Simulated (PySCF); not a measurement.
SiCl2(NHMe)2, C2H8Cl2N2Si.
InChI=1S/C2H8Cl2N2Si/c1-5-7(3,4)6-2/h5-6H,1-2H3

The closed-shell ground state was solved at several levels (PySCF, density fitting, gas phase, non-relativistic). One conformer (not necessarily the lowest) at the PBE0-D3(BJ)/def2-SVP geometry, without solvent, vibrations or thermal averaging.

| level | basis functions | total energy (Eh) | HOMO (eV) | LUMO (eV) | gap (eV) | dipole (D) |
| --- | --- | --- | --- | --- | --- | --- |
| PBE0/pcSseg-1 | 180 | -1399.8668 | -7.35 | 0.85 | 8.20 | 3.12 |
| PBE0/def2-SVPD | 222 | -1399.4525 | -7.38 | 0.19 | 7.57 | 2.88 |

Q: Estimate the row for B3LYP/pcSseg-1, a basis of 180 functions; the other rows only guide the guess.

A: Total energy -1400.5713 Eh, HOMO -7.08 eV, LUMO 0.57 eV, gap 7.65 eV, dipole 3.06 D.

Q: Over all these levels, which gives the widest orbital gap and which the narrowest?

A: PBE0/pcSseg-1 has the widest, 8.20 eV, and PBE0/def2-SVPD the narrowest, 7.57 eV. The two share the functional. From the narrowest to the widest the HOMO moves by +0.03 eV and the LUMO by +0.66 eV.

Q: How far do the dipole and the HOMO energy spread over the levels?

A: The dipole runs from 2.88 to 3.12 D (mean 3.02 D) and the HOMO from -7.38 to -7.08 eV.
